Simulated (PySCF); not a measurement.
## Static response to an electric field

Compound: C5H8OSi.
Numbering: `[CH3:1][CH2:2][Si@H:3]1[CH:4]=[CH:5][C:6]1=[O:7]` (hydrogens: H8, H9, H10 on C1; H11, H12 on C2; H13 on Si3; H14 on C4; H15 on C5)

Geometry (GFN2-xTB, Å), atoms numbered from 1 in this order:
```xyz
15
C5H8OSi angstrom
C      2.2899   -0.4384   -0.5238
C      1.0449    0.3764   -0.8686
Si    -0.1737    0.4851    0.5869
C     -1.9663    0.9981    0.1904
C     -2.5396   -0.1753    0.5058
C     -1.3908   -1.0086    0.9200
O     -1.3491   -2.1500    1.3037
H      2.8203    0.0043    0.3158
H      2.0187   -1.4561   -0.2545
H      2.9708   -0.4787   -1.3720
H      0.5543   -0.0728   -1.7348
H      1.3485    1.3814   -1.1686
H      0.4293    1.1316    1.7552
H     -2.4839    1.8784   -0.1557
H     -3.5779   -0.4673    0.4782
```

Level: B3LYP/def2-SVPD (PySCF), static field, nuclei fixed, core orbitals frozen in the response. The polarisability tensor in these axes (au):

```
x   101.31   3.48  -5.12
y     3.48  89.85  -7.57
z    -5.12  -7.57  70.71
```

Task: Diagonalise the tensor; give its mean and Δα, where Δα² is half the sum of the squared differences of the eigenvalues.

Result: Principal values 67.66, 90.35 and 103.86 au; mean 87.29 au = 12.93 Å³ = 14.39 × 10⁻⁴⁰ C²·m²/J; Δα = 31.68 au (36 % of the mean).

Task: What is the dipole moment, and where does it point?

Result: (0.40, 3.16, -1.71) D, 3.61 D in size, pointing from the negative to the positive side. Measured along this direction, the outermost atoms are O7 at the negative end and H12 at the positive end.

Task: What are the principal values of the traceless quadrupole moment, Θ = ½Σq(3rr − r²1), about the centre of nuclear charge?

Result: -10.00, 1.16, 8.84 D·Å. The values depend on the origin, since the dipole doesn't vanish. The electronic extent ⟨r²⟩ about the same centre is 1030 bohr², a root-mean-square distance of 2.19 Å for the 60 electrons.

Task: Sum over states: ᾱ = Σ f/ω², ω in Eh. What share falls to these 8 lowest TDDFT singlets (eV, f)? 3.00, 0.0006; 5.01, 0.0043; 5.36, 0.0149; 5.47, 0.0236; 5.83, 0.0485; 6.10, 0.0092; 6.38, 0.0188; 6.57, 0.0589.

Result: They add up to 3.73 au, 4.3 % of the 87.29 au; the largest single term is 1.06 au, from the state at 5.83 eV. Terms in order: 0.05, 0.13, 0.38, 0.58, 1.06, 0.18, 0.34, 1.01 au. Higher excitations give the rest. The strengths listed sum to 0.179.

Task: Find the Langevin capture rate constant for NO+ (29.998 u) meeting this molecule (112.034 u), k = 2.342 × 10⁻⁹ cm³/s × √(α in Å³ / reduced mass in u).

Result: The reduced mass is 23.66 u, so k = 1.73 × 10⁻⁹ cm³/s. The formula leaves out the permanent dipole, which adds to the capture rate.

Isolated species at its GFN2-xTB geometry (one conformer only).
